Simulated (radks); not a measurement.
Yb3+, configuration [Xe] 4f13 (the NIST ground configuration). Method: non-relativistic Kohn-Sham, LDA (Slater exchange, Perdew-Wang correlation), spin-unpolarised, spherical densities, point nucleus; relativity is left out, which matters for an element this heavy; computed with a radial shooting solver on a logarithmic mesh with Libxc functionals.

Unscreened Slater integrals over Kohn-Sham orbitals (hartree). Empty in this configuration: 5d.

\begin{tabular}{lr}
integral & value \\ \hline
F0(4f,4f) & 1.3244 \\
F2(4f,4f) & 0.62652 \\
F4(4f,4f) & 0.39248 \\
F6(4f,4f) & 0.28219 \\
F0(4f,5p) & 0.76607 \\
F2(4f,5p) & 0.24224 \\
G2(4f,5p) & 0.11351 \\
G4(4f,5p) & 0.089571 \\
F0(4f,5s) & 0.83577 \\
G3(4f,5s) & 0.12493 \\
F0(4f,4d) & 1.4461 \\
F2(4f,4d) & 0.69319 \\
F4(4f,4d) & 0.44219 \\
G1(4f,4d) & 0.80802 \\
G3(4f,4d) & 0.51018 \\
G5(4f,4d) & 0.36141 \\
F0(4f,5d) & 0.57791 \\
F2(4f,5d) & 0.13534 \\
F4(4f,5d) & 0.064495 \\
G1(4f,5d) & 0.059565 \\
G3(4f,5d) & 0.048989 \\
G5(4f,5d) & 0.037436 \\
F0(5p,5p) & 0.62745 \\
F2(5p,5p) & 0.33867 \\
F0(5p,5s) & 0.65983 \\
G1(5p,5s) & 0.45351 \\
F0(5p,4d) & 0.79082 \\
F2(5p,4d) & 0.20710 \\
G1(5p,4d) & 0.054503 \\
G3(5p,4d) & 0.053566 \\
F0(5p,5d) & 0.51595 \\
F2(5p,5d) & 0.25426 \\
G1(5p,5d) & 0.30506 \\
G3(5p,5d) & 0.18790 \\
F0(5s,5s) & 0.69893 \\
F0(5s,4d) & 0.86753 \\
G2(5s,4d) & 0.073120 \\
F0(5s,5d) & 0.53194 \\
G2(5s,5d) & 0.21004 \\
F0(4d,4d) & 1.6054 \\
F2(4d,4d) & 0.81574 \\
F4(4d,4d) & 0.54572 \\
F0(4d,5d) & 0.58887 \\
F2(4d,5d) & 0.10671 \\
F4(4d,5d) & 0.042845 \\
G0(4d,5d) & 0.022117 \\
G2(4d,5d) & 0.026273 \\
G4(4d,5d) & 0.021592 \\
F0(5d,5d) & 0.45143 \\
F2(5d,5d) & 0.23709 \\
F4(5d,5d) & 0.15675 \\
\end{tabular}

Derived for the open shells (J is the average intra-shell exchange parameter used in DFT+U). 4f: F4/F2 = 0.626, F6/F2 = 0.450, J = (286 F2 + 195 F4 + 250 F6)/6435 = 0.05070 hartree.
